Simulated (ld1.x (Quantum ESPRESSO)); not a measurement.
## Building the TM semilocal potential for F (Z = 9) (BLYP, scalar-relativistic).

ld1.x (Quantum ESPRESSO) 7.5 was run on this input:

```
&input
   title='F', zed=9., rel=1, dft='BLYP', iswitch=3,
   config='[He] 2s2 2p5 3d-2',
   nld=3, rlderiv=1.05, eminld=-4.0, emaxld=5.0, deld=0.02
 /
 &inputp
   pseudotype=1, tm=.true., lloc=2,
   nlcc=.true., new_core_ps=.true.,
   file_pseudopw='F.pp', file_wfcaegen='ae.wfc', file_wfcncgen='nc.wfc'
 /
3
2S  1  0   2.00   0.00  0.55  0.55  0.0
2P  2  1   5.00   0.00  0.95  0.95  0.0
3D  3  2  -2.00   0.05  0.90  0.90  0.0
 &test
   configts(1)='2s2 2p5'
 /
```

Command:

```bash
ld1.x < F.in > F.out
```

The program printed (shortened: banner, matrices, multipoles, cross overlaps and the repeated all-electron block are left out):

```
Program LD1 v.7.5
     --------------------------- All-electron run ----------------------------

     F
     scalar relativistic calculation

     atomic number is  9.00
     dft =BLYP   lsd =0 sic =0 latt =0  beta=0.20 tr2=1.0E-14
     Exchange-correlation= BLYP
                           (   1   3   1   3   0   0   0)
     mesh =1105 r(mesh) =  99.76081 a.u. xmin = -7.00 dx = 0.01250
     1 Ry =  13.60569312 eV, c = 137.03599908

     n l     nl                  e(Ry)          e(Ha)          e(eV)
     1 0     1S 1( 2.00)       -48.8197       -24.4099      -664.2263
     2 0     2S 1( 2.00)        -2.1884        -1.0942       -29.7752
     2 1     2P 1( 5.00)        -0.8174        -0.4087       -11.1213

     final scf error:  4.8E-15 reached in  31 iterations

     Etot =    -199.674547 Ry,     -99.837273 Ha,   -2716.710608 eV

     Ekin =     199.546547 Ry,      99.773273 Ha,    2714.969081 eV
     Encl =    -477.972243 Ry,    -238.986121 Ha,   -6503.143655 eV
     Eh   =      99.367765 Ry,      49.683882 Ha,    1351.967312 eV
     Exc  =     -20.616616 Ry,     -10.308308 Ha,    -280.503346 eV

     normalization and overlap integrals

     s(1S/1S) =  1.000000  <r> =   0.1763  <r2> =    0.0420  r(max) =   0.1139
     s(2S/2S) =  1.000000  <r> =   1.0042  <r2> =    1.2317  r(max) =   0.7617
     s(2P/2P) =  1.000000  <r> =   1.1066  <r2> =    1.6480  r(max) =   0.7066

     ------------------------ End of All-electron run ------------------------

     --------------------- Generating NC pseudopotential ---------------------

      Generating local pot.: lloc=2, matching radius rcloc =   0.9000

      Computing core charge for nlcc:

       r > 0.28 : true rho core
      Core charge pseudized with two Bessel functions
      Integrated core pseudo-charge :   1.45

      Wfc   2S  rcut= 0.550  Using Troullier-Martins method

      Wfc   2P  rcut= 0.954  Using Troullier-Martins method

     ------------------- End of pseudopotential generation -------------------

     Computing logarithmic derivative in   1.04765
     Computing logarithmic derivative in   1.04765
     Computing the partial wave expansion
     R is outside the sphere for l=    0 j= 0.00
     R is outside the sphere for l=    1 j= 0.00
       no projector for channel:   2

     ---------------------- Testing the pseudopotential ----------------------

     F
     scalar relativistic calculation

     atomic number is  9.00   valence charge is  7.00
     dft =BLYP   lsd =0 sic =0 latt =0  beta=0.20 tr2=1.0E-14
     mesh =1105 r(mesh) =  99.76081 xmin = -7.00 dx = 0.01250

     n l     nl             e AE (Ry)        e PS (Ry)    De AE-PS (Ry)
     1 0     2S   1( 2.00)       -2.18843       -2.18843       -0.00000
     2 1     2P   1( 5.00)       -0.81740       -0.81742        0.00002

     eps = 2.0E-15  iter =  6

     Etot =    -199.674547 Ry,     -99.837273 Ha,   -2716.710608 eV
     Etotps =   -54.089540 Ry,     -27.044770 Ha,    -735.925682 eV

     Ekin =      35.862559 Ry,      17.931279 Ha,     487.934971 eV
     Encl =    -117.330681 Ry,     -58.665340 Ha,   -1596.365234 eV
     Ehrt =      42.299156 Ry,      21.149578 Ha,     575.509335 eV
     Ecxc =     -15.204519 Ry,      -7.602260 Ha,    -206.868022 eV
     (Ecc =      -5.745903 Ry,      -2.872951 Ha,     -78.176989 eV)
     Epseu=       0.283945 Ry,       0.141972 Ha,       3.863267 eV

     ---------------------- End of pseudopotential test ----------------------
```

Generation and configuration tests took about 1 s on one core of a shared server CPU.

Transferability test of the new file with ld1.x, input:

```
&input
   title='F', zed=9., rel=1, dft='BLYP', iswitch=2,
   config='[He] 2s2 2p5 3d-2'
 /
 &test
   file_pseudo='F.pp', nconf=8,
   configts(1)='2s2 2p5',
   configts(2)='2s2 2p4',
   configts(3)='2s2 2p3',
   configts(4)='2s2 2p2',
   configts(5)='2s1 2p5',
   configts(6)='2s2 2p1',
   configts(7)='2s1 2p6',
   configts(8)='2s2 2p4.5'
 /
```

```bash
ld1.x < F.test.in > F.test.out
```

Pseudopotential blocks of its output, shortened (energy terms left out):

```
     ---------------------- Testing the pseudopotential ----------------------

     n l     nl             e AE (Ry)        e PS (Ry)    De AE-PS (Ry)
     1 0     2S   1( 2.00)       -2.18843       -2.18843       -0.00000
     2 1     2P   1( 5.00)       -0.81740       -0.81742        0.00002

     eps = 6.8E-16  iter = 33

     Etot =    -199.674547 Ry,     -99.837273 Ha,   -2716.710608 eV
     Etotps =   -54.089540 Ry,     -27.044770 Ha,    -735.925685 eV

     ---------------------- End of pseudopotential test ----------------------

          ---------------------- Testing the pseudopotential ----------------------

     n l     nl             e AE (Ry)        e PS (Ry)    De AE-PS (Ry)
     1 0     2S   1( 2.00)       -3.47293       -3.47418        0.00125
     2 1     2P   1( 4.00)       -2.08169       -2.08174        0.00005

     eps = 3.7E-15  iter = 16

     Etot =    -198.248647 Ry,     -99.124324 Ha,   -2697.310256 eV
     Etotps =   -52.663430 Ry,     -26.331715 Ha,    -716.522472 eV
     dEtot_ae =       1.425900 Ry
     dEtot_ps =       1.426110 Ry,   Delta E=      -0.000210 Ry

     ---------------------- End of pseudopotential test ----------------------

          ---------------------- Testing the pseudopotential ----------------------

     n l     nl             e AE (Ry)        e PS (Ry)    De AE-PS (Ry)
     1 0     2S   1( 2.00)       -4.98788       -4.98983        0.00195
     2 1     2P   1( 3.00)       -3.60455       -3.60195       -0.00260

     eps = 7.9E-15  iter = 11

     Etot =    -195.425582 Ry,     -97.712791 Ha,   -2658.900493 eV
     Etotps =   -49.841117 Ry,     -24.920558 Ha,    -678.122939 eV
     dEtot_ae =       4.248965 Ry
     dEtot_ps =       4.248424 Ry,   Delta E=       0.000542 Ry

     ---------------------- End of pseudopotential test ----------------------

          ---------------------- Testing the pseudopotential ----------------------

     n l     nl             e AE (Ry)        e PS (Ry)    De AE-PS (Ry)
     1 0     2S   1( 2.00)       -6.69609       -6.69550       -0.00059
     2 1     2P   1( 2.00)       -5.35398       -5.34129       -0.01269  !

     eps = 8.9E-15  iter = 15

     Etot =    -190.964406 Ry,     -95.482203 Ha,   -2598.203112 eV
     Etotps =   -45.386528 Ry,     -22.693264 Ha,    -617.515171 eV
     dEtot_ae =       8.710140 Ry
     dEtot_ps =       8.703012 Ry,   Delta E=       0.007128 Ry

     ---------------------- End of pseudopotential test ----------------------

          ---------------------- Testing the pseudopotential ----------------------

     n l     nl             e AE (Ry)        e PS (Ry)    De AE-PS (Ry)
     1 0     2S   1( 1.00)       -3.48525       -3.48534        0.00009
     2 1     2P   1( 5.00)       -2.08966       -2.09133        0.00167

     eps = 8.9E-15  iter = 25

     Etot =    -196.855233 Ry,     -98.427616 Ha,   -2678.351889 eV
     Etotps =   -51.270215 Ry,     -25.635107 Ha,    -697.566805 eV
     dEtot_ae =       2.819314 Ry
     dEtot_ps =       2.819326 Ry,   Delta E=      -0.000012 Ry

     ---------------------- End of pseudopotential test ----------------------

          ---------------------- Testing the pseudopotential ----------------------

     n l     nl             e AE (Ry)        e PS (Ry)    De AE-PS (Ry)
     1 0     2S   1( 2.00)       -8.57328       -8.56284       -0.01045  !
     2 1     2P   1( 1.00)       -7.30800       -7.27077       -0.03722  !

     eps = 7.5E-15  iter = 15

     Etot =    -184.649768 Ry,     -92.324884 Ha,   -2512.288076 eV
     Etotps =   -39.095085 Ry,     -19.547543 Ha,    -531.915731 eV
     dEtot_ae =      15.024779 Ry
     dEtot_ps =      14.994455 Ry,   Delta E=       0.030324 Ry

     ---------------------- End of pseudopotential test ----------------------

          ---------------------- Testing the pseudopotential ----------------------

     n l     nl             e AE (Ry)        e PS (Ry)    De AE-PS (Ry)
     1 0     2S   1( 1.00)       -2.22334       -2.22155       -0.00178
     2 1     2P   1( 6.00)       -0.84776       -0.84822        0.00046

     eps = 5.3E-15  iter = 18

     Etot =    -198.301243 Ry,     -99.150622 Ha,   -2698.025859 eV
     Etotps =   -52.717366 Ry,     -26.358683 Ha,    -717.256304 eV
     dEtot_ae =       1.373304 Ry
     dEtot_ps =       1.372174 Ry,   Delta E=       0.001130 Ry

     ---------------------- End of pseudopotential test ----------------------

          ---------------------- Testing the pseudopotential ----------------------

     n l     nl             e AE (Ry)        e PS (Ry)    De AE-PS (Ry)
     1 0     2S   1( 2.00)       -2.79838       -2.79896        0.00058
     2 1     2P   1( 4.50)       -1.41424       -1.41439        0.00016

     eps = 1.9E-15  iter = 20

     Etot =    -199.119800 Ry,     -99.559900 Ha,   -2709.162892 eV
     Etotps =   -53.534704 Ry,     -26.767352 Ha,    -728.376749 eV
     dEtot_ae =       0.554747 Ry
     dEtot_ps =       0.554837 Ry,   Delta E=      -0.000090 Ry

     ---------------------- End of pseudopotential test ----------------------
```
